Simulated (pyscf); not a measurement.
`[BH2][SiH3]`, singlet

Gas-phase minimum from PySCF at ωB97X-D3(BJ)/def2-SVP, one conformer. 

```
Si
H 1 1.4939
H 1 1.4944 2 108.51
H 1 1.4995 2 107.86 3 116.48
B 1 2.0192 2 113.53 4 117.36
H 5 1.2087 1 121.69 2 -25.36
H 5 1.2090 6 117.49 1 177.28
```
Charge 0, spin multiplicity 1.

Properties at ωB97X-D3(BJ)/def2-SVP:

```json
{
  "harmonic_wavenumbers_unscaled": "66, 421, 447, 650, 756, 904, 923, 944, 975, 1179, 2217, 2243, 2245, 2589, 2687 cm⁻¹",
  "zero_point_energy": "27.5 kcal/mol",
  "rotational_symmetry_number": "1",
  "Entropy of this conformer at 298 K and 1 atm, rigid rotor and harmonic oscillator, modes under 100 cm⁻¹ raised to 100": "271.7 J/(mol K)",
  "dipole_moment": "0.47 D"
}
```

Single-point totals, which compare only within one level (frozen core for MP2 and CC):

```tsv
level	total energy (hartree)
ωB97X-D3(BJ)/def2-TZVP	-317.36635
PBE/def2-TZVP	-317.09727
r²SCAN/def2-TZVP	-317.25570
B3LYP-D3(BJ)/def2-TZVP	-317.34997
PBE0-D3(BJ)/def2-TZVP	-317.14362
M06-2X/def2-TZVP	-317.26496
ωB97M-D3(BJ)/def2-TZVP	-317.35528
HF/def2-TZVPP	-316.50120
MP2/def2-TZVPP	-316.73454
CCSD/def2-TZVPP	-316.77805
CCSD(T)/def2-TZVPP	-316.78588
```

Soft torsions are taken as harmonic, which can shift the entropy by several J/(mol K). The CCSD(T) − MP2 part came from Ansatz, without density fitting, on the same reference.
